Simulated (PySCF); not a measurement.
In(Cl)2(SiH3) (Cl2H3InSi), SMILES [SiH3][In]([Cl])[Cl]. Atoms are numbered in the order given.

```xyz
7

In     0.0020    -0.0014     0.0071
Cl    -1.9747    -1.2579    -0.3470
Cl    -0.1357     2.0960    -1.0858
Si     2.0377    -0.8077     1.3699
H      2.6356     0.3588     2.0744
H      3.0202    -1.3898     0.4135
H      1.5924    -1.8399     2.3446
```
Charge 0, spin multiplicity 1.

Coordinates come from a B3LYP-D3(BJ)/def2-SVP optimisation. The structure was generated by enumeration; whether it is a known compound was not checked. The def2 effective core potentials stand for the cores of In; spin–orbit coupling is left out.

Calculation: PySCF with M06-2X/def2-TZVP.

ESP charges are fitted to the potential on shells at 1.4 to 2.0 van der Waals radii. Atomic charges (e):

```json
[
 {"atom": "In1", "ESP fit": "0.65", "Löwdin": "?"},
 {"atom": "Cl2", "ESP fit": "-0.33", "Löwdin": "?"},
 {"atom": "Cl3", "ESP fit": "-0.33", "Löwdin": "?"},
 {"atom": "Si4", "ESP fit": "-0.05", "Löwdin": "?"},
 {"atom": "H5", "ESP fit": "0.02", "Löwdin": "?"},
 {"atom": "H6", "ESP fit": "0.02", "Löwdin": "?"},
 {"atom": "H7", "ESP fit": "0.02", "Löwdin": "?"}
]
```

Complete the blanks. (An estimate is asked for; the answer gives what the named calculation found.)


- In1, Löwdin: -0.14
- Cl2, Löwdin: 0.03
- Cl3, Löwdin: 0.03
- Si4, Löwdin: 0.11
- H5, Löwdin: -0.01
- H6, Löwdin: -0.01
- H7, Löwdin: -0.01
